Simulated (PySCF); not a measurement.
**Correlation energy of Te³⁷⁺ (tellurium, charge +37)**

[Ne] 3s2 3p3, high-spin 4S determinant. All numbers are calculated (PySCF 2.14, scalar relativity by spin-free X2C-1e, in an uncontracted even-tempered set (18 s from 6.6 bohr⁻², ratio 2.5; 12 p from 8.6 bohr⁻², ratio 2.5; 4 d from 35 bohr⁻², ratio 2.7; 4 f from 52 bohr⁻², ratio 2.7)). Frozen: 1s2; 13 electrons correlated; the 21 highest virtual orbitals of each spin left out.

```json
{"level": "CCSD", "correlation energy (mhartree)": "-530.04"}
{"level": "(T)", "correlation energy (mhartree)": "-0.93"}
{"level": "CCSD(T)", "correlation energy (mhartree)": "-530.97"}
```

Diagnostics: T1 = 0.00029, D1 = 0.0009, largest double amplitude 0.023.

Spin-orbit coupling is strong in this species (close to jj coupling), so the high-spin LS determinant is a model state, not a physical level.

Cost of the coupled-cluster step: of the order of 60 core-seconds, for 13 correlated electrons.

Iterations:

```
CC2 = 0
CCSD nocc = (np.int64(8), np.int64(5)), nmo = (80, 80)
frozen orbitals [[0, 81, 82, 83, 84, 85, 86, 87, 88, 89, 90, 91, 92, 93, 94, 95, 96, 97, 98, 99, 100, 101], [0, 81, 82, 83, 84, 85, 86, 87, 88, 89, 90, 91, 92, 93, 94, 95, 96, 97, 98, 99, 100, 101]]
max_cycle = 100
direct = 0
conv_tol = 1e-08
conv_tol_normt = 1e-06
diis_space = 8
diis_start_cycle = 0
Init t2, MP2 energy = -0.515717296391153
Init E_corr(UCCSD) = -0.515717296391159
cycle = 1  E_corr(UCCSD) = -0.527318161930582  dE = -0.0116008655  norm(t1,t2) = 0.00892883
cycle = 2  E_corr(UCCSD) = -0.529521022287161  dE = -0.00220286036  norm(t1,t2) = 0.00182483
cycle = 3  E_corr(UCCSD) = -0.530047065311873  dE = -0.000526043025  norm(t1,t2) = 0.000390027
cycle = 4  E_corr(UCCSD) = -0.530043648777749  dE = 3.41653412e-06  norm(t1,t2) = 1.23518e-05
cycle = 5  E_corr(UCCSD) = -0.53004362806928  dE = 2.07084687e-08  norm(t1,t2) = 1.11435e-07
cycle = 6  E_corr(UCCSD) = -0.530043631896785  dE = -3.82750487e-09  norm(t1,t2) = 5.49776e-09
UCCSD converged
E(UCCSD) = -5643.55160323522  E_corr = -0.5300436318967852
UCCSD(T) correction = -0.000930654480544895
```

At this charge the one-electron X2C treatment keeps the bare 1/r₁₂, with no two-electron picture change or Breit term. The effect here is smaller than on the frozen 1s shell; and a scalar Hamiltonian misses the large spin-orbit splitting of the p shells, which matters for ns² → np² pairs.

Spin-orbit coupling is strong in this species, so the high-spin LS determinant is a model state.
